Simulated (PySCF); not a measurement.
# Two-component Hartree-Fock for O³⁺ (oxygen, charge +3)

Start: [He] 2s1 2p2; 2s1/2 filled at m_j = +1/2; 2p3/2 filled at m_j = +1/2, +3/2. Calculated with PySCF 2.14 in x2c-SVPall-2c with one added diffuse shell of s type (4s2p1d, 15 functions): generalised Hartree-Fock with the X2C-1e Hamiltonian and a Gaussian nucleus; one run each with spin-orbit coupling (SO) switched off, then screened by Boettger's factors. This is a chosen level, not necessarily the ground level.

```csv
spinor shell,electrons,"ε, spin-free (eV)","ε, screened SO (eV)",weight of nominal j (screened SO),"rms radius, screened SO (bohr)"
1s1/2,2,-633.37,-633.37,1.000,0.230
2s1/2,1,-94.602,-94.603,1.000,1.06
2p3/2,2,-79.013,-79.006,0.832,1.01
```

```tsv
quantity	spin-free	screened SO
E (hartree)	-70.81873	-70.81813
M_J	5/2	5/2
⟨J²⟩	8.751	8.751
⟨L²⟩	2.001	2.001
⟨S²⟩	3.750	3.750
```

Each row is a mean over spinors that exchange with the open shell spreads, by up to 6.023 eV (1s1/2).

Rows whose weight is well below 1 are mixtures of j = l ± 1/2: exchange outweighs spin-orbit coupling there, and the label is only the starting occupation.

Without spin-orbit coupling the j labels of p, d and f shells carry no meaning; the spin-free column gives the mean over the occupied spinors of each nl shell.
